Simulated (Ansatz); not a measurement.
A search over several starts for the lowest SCF solution of MoN4H6⁺, that is MoN(NH2)3 with one electron fewer at the given spin, in a small basis.

```yaml
crystal:
  periodic: [false, false, false]
  atoms:
    - {symbol: Mo, position_ang: [0.001393, 0.002794, 0.340370]}
    - {symbol: N, position_ang: [0.007202, 0.017850, 1.989140]}
    - {symbol: N, position_ang: [1.893564, -0.031334, -0.164069]}
    - {symbol: H, position_ang: [2.680176, -0.038490, 0.490732]}
    - {symbol: H, position_ang: [2.242356, -0.044267, -1.128607]}
    - {symbol: N, position_ang: [-0.921868, 1.653749, -0.167732]}
    - {symbol: H, position_ang: [-1.097150, 1.953498, -1.132906]}
    - {symbol: H, position_ang: [-1.300496, 2.344662, 0.485614]}
    - {symbol: N, position_ang: [-0.973331, -1.626898, -0.139185]}
    - {symbol: H, position_ang: [-1.158902, -1.937064, -1.099146]}
    - {symbol: H, position_ang: [-1.372943, -2.294500, 0.525788]}
basis:
  gaussian: {orbitals: def2-SVP}
total_charge: 1
magnetization: {spin_polarized: true, initial_magnetization: 1}
hamiltonian: {xc: pbe0, dispersion: d4}
output: {orbitals: {seedname: orbitals}}
```

```sh
$ ansatz run in.yaml --threads 2 --pin off --events-out ev --progress --plain --max-ram 4352MiB
```

Shortened log:

```
Functional definition: PBE0
1210 factors; integrals over basis functions are off by at most 1.4e-3 eV
mean field evaluation 1: about -7875.0044 eV, gradient 7.2e1 eV
mean field evaluation 2: about -7784.0721 eV, gradient 1.5e2 eV
mean field evaluation 4: about -7894.7994 eV, gradient 9.3e0 eV
mean field evaluation 8: about -7895.4904 eV, gradient 1.2e0 eV
mean field evaluation 16: about -7895.5005 eV, gradient 1.1e-2 eV
mean field evaluation 32: about -7895.4838 eV, gradient 1.4e0 eV
mean field -7895.50045848 eV, -290.1542900868 hartree, gradient 3.6e-5 eV, S^2 0.828941; 2 other end points of the search recorded, 0 dependent functions left out
reference -7895.50051695 eV, -290.1542922355 hartree; 24, 23 occupied and 93, 94 virtual orbitals, 1210 factors
Total energy: -7895.70592099 eV, -290.1618406946 hartree
```

It took 4.5 s on 2 threads of Intel Xeon 6975P-C on a shared host.

In the def2 sets Mo takes a core potential; there is no spin–orbit coupling.
